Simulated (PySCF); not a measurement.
Rh, quartet (core potentials on Rh); B3LYP5/def2-SVPD (PySCF).

Here is a job for PySCF.
```python
from pyscf import gto, scf, dft

mol = gto.M(
    atom='''
Rh    0.000000    0.000000    0.000000
''',
    basis='def2-svpd',
    ecp={'Rh': 'def2-svpd'},
    charge=0,
    spin=3,
    verbose=4,
)

mf = dft.UKS(mol)
mf.xc = 'b3lyp5'
mf.kernel()
```

It wrote (shortened):

```
PySCF version 2.14.0

[INPUT] verbose = 4
[INPUT] num. atoms = 1
[INPUT] num. electrons = 17
[INPUT] charge = 0
[INPUT] spin (= nelec alpha-beta = 2S) = 3
[INPUT] symmetry False subgroup None
[INPUT] Mole.unit = angstrom
[INPUT] Symbol           X                Y                Z      unit          X                Y                Z       unit  Magmom
[INPUT]  1 Rh     0.000000000000   0.000000000000   0.000000000000 AA    0.000000000000   0.000000000000   0.000000000000 Bohr   0.0

nuclear repulsion = 0
number of shells = 12
number of NR pGTOs = 60
number of NR cGTOs = 34
basis = def2-svpd
ecp = {'Rh': 'def2-svpd'}

******** <class 'pyscf.dft.uks.UKS'> ********
method = UKS
initial guess = minao
damping factor = 0
level_shift factor = 0
DIIS = <class 'pyscf.scf.diis.CDIIS'>
diis_start_cycle = 1
diis_space = 8
diis_damp = 0
SCF conv_tol = 1e-09
SCF conv_tol_grad = None
SCF max_cycles = 50
direct_scf = True
direct_scf_tol = 1e-13
number electrons alpha = 10  beta = 7
XC library pyscf.dft.libxc version 7.1.2
    S. Lehtola, C. Steigemann, M. J. T. Oliveira, and M. A. L. Marques,  SoftwareX 7, 1–5 (2018)
XC functionals = b3lyp5
    P. A. M. Dirac,  Math. Proc. Cambridge Philos. Soc. 26, 376 (1930)
    F. Bloch,  Z. Phys. 57, 545 (1929)
    A. D. Becke,  Phys. Rev. A 38, 3098 (1988)
    C. Lee, W. Yang, and R. G. Parr,  Phys. Rev. B 37, 785 (1988)
    B. Miehlich, A. Savin, H. Stoll, and H. Preuss,  Chem. Phys. Lett. 157, 200 (1989)
    S. H. Vosko, L. Wilk, and M. Nusair,  Can. J. Phys. 58, 1200 (1980)
radial grids:
    Treutler-Ahlrichs [JCP 102, 346 (1995); DOI:10.1063/1.469408] (M4) radial grids

becke partition: Becke, JCP 88, 2547 (1988); DOI:10.1063/1.454033
pruning grids: <function nwchem_prune>
grids dens level: 3
symmetrized grids: False
atomic radii adjust function: <function treutler_atomic_radii_adjust>
small_rho_cutoff = 0
Set gradient conv threshold to 3.16228e-05
tot grids = 22176
init E= -100.577872903327

cycle= 1 E= -110.21407462164  delta_E= -9.64  |g|= 0.547  |ddm|= 2.51
cycle= 2 E= -109.659605924256  delta_E= 0.554  |g|= 1.21  |ddm|= 2.39
cycle= 3 E= -110.404145666351  delta_E= -0.745  |g|= 0.0415  |ddm|= 1.64
cycle= 4 E= -110.406399432089  delta_E= -0.00225  |g|= 0.0119  |ddm|= 0.188
cycle= 5 E= -110.40813966637  delta_E= -0.00174  |g|= 0.016  |ddm|= 0.119
cycle= 6 E= -110.405485929428  delta_E= 0.00265  |g|= 0.00836  |ddm|= 0.212
cycle= 7 E= -110.404921210839  delta_E= 0.000565  |g|= 0.00689  |ddm|= 0.165
cycle= 8 E= -110.404908207678  delta_E= 1.3e-05  |g|= 0.00794  |ddm|= 0.00447
cycle= 9 E= -110.404997970481  delta_E= -8.98e-05  |g|= 0.00436  |ddm|= 0.0336
cycle= 10 E= -110.40490673016  delta_E= 9.12e-05  |g|= 0.00236  |ddm|= 0.0454
cycle= 11 E= -110.404908727103  delta_E= -2e-06  |g|= 0.000951  |ddm|= 0.0138
cycle= 12 E= -110.404911591887  delta_E= -2.86e-06  |g|= 0.000538  |ddm|= 0.00956
cycle= 13 E= -110.404911493147  delta_E= 9.87e-08  |g|= 0.000184  |ddm|= 0.00779
cycle= 14 E= -110.404911487881  delta_E= 5.27e-09  |g|= 3.06e-05  |ddm|= 0.00119
cycle= 15 E= -110.404911492727  delta_E= -4.85e-09  |g|= 3.41e-05  |ddm|= 0.000223
cycle= 16 E= -110.404911480332  delta_E= 1.24e-08  |g|= 1.8e-05  |ddm|= 0.000527
cycle= 17 E= -110.404911479786  delta_E= 5.46e-10  |g|= 2.22e-06  |ddm|= 0.000295
Extra cycle  E= -110.404911479829  delta_E= -4.25e-11  |g|= 2.5e-06  |ddm|= 1.91e-05
converged SCF energy = -110.404911479829  <S^2> = 3.7509055  2S+1 = 4.0004527
```
